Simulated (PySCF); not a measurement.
Species: C₆H₇NOS.
Geometry (GFN2-xTB, Å), atoms numbered from 1 in this order:
```xyz
16
C6H7NOS angstrom
C      1.9916   -0.7377   -0.7385
N      0.6357   -0.8665   -0.2808
C     -0.0728    0.1287    0.2715
C      0.3791    1.4563    0.5072
C     -0.5722    2.2343    1.0841
S     -2.0503    1.4188    1.3723
C     -1.3986   -0.0534    0.6941
C     -2.1327   -1.2596    0.5914
O     -1.6843   -2.2957    0.1148
H      2.6546   -0.4336    0.0766
H      2.0701    0.0025   -1.5406
H      2.3279   -1.6983   -1.1188
H      0.1351   -1.7453   -0.3725
H      1.3633    1.8082    0.2575
H     -0.4871    3.2670    1.3625
H     -3.1671   -1.2168    0.9751
```

Computed at PBE0/pcSseg-1 (PySCF, non-relativistic), with Q(14N) = 0.02044 b, Q(33S) = −0.0678 b, Q(17O) = −0.0256 b: N2, 14N (I = 1): χzz = -4.714 MHz, η = 0.341; S6, 33S (I = 3/2): χzz = -30.55 MHz, η = 0.760; O9, 17O (I = 5/2): χzz = 10.55 MHz, η = 0.134.

Problem. Where would the pure quadrupole (NQR) lines of 14N at N2 fall for the rigid, isolated species?

Solution. From ν± = (3/4)|χ|(1 ± η/3) and ν0 = |χ|η/2: ν+ 3.937 MHz, ν− 3.133 MHz, ν0 0.803 MHz (aniline-type nitrogen).

Problem. Where would the pure quadrupole (NQR) lines of 33S at S6 fall for the rigid, isolated species?

Solution. From ν = (|χ|/2)√(1 + η²/3): ν = 16.68 MHz (thiophene-type sulfur).

Problem. Where would the pure quadrupole (NQR) lines of 17O at O9 fall for the rigid, isolated species?

Solution. From the eigenvalues of H = χ/[4I(2I − 1)] × [3Iz² − I(I + 1) + η(Ix² − Iy²)], steps between neighbouring levels, labelled as for η = 0: ±1/2↔±3/2 1.614 MHz, ±3/2↔±5/2 3.155 MHz (aldehyde oxygen).

In a crystal, neighbours and librations shift these lines. GFN2-xTB frequencies show an imaginary mode (23i cm⁻¹), so this geometry is no minimum at that level. GFN2-xTB bond lengths can be off by several hundredths of an ångström, more for odd bonds, and the gradients follow them. These gradients aren't converged with respect to the basis.

The run behind these numbers computed NMR shieldings as well. On an Arm Neoverse V1 with one thread, on a shared host, this took 50 s of wall time (grids of density and orbitals included) and 0.95 GiB of memory at its peak.

One conformer stands for the species.
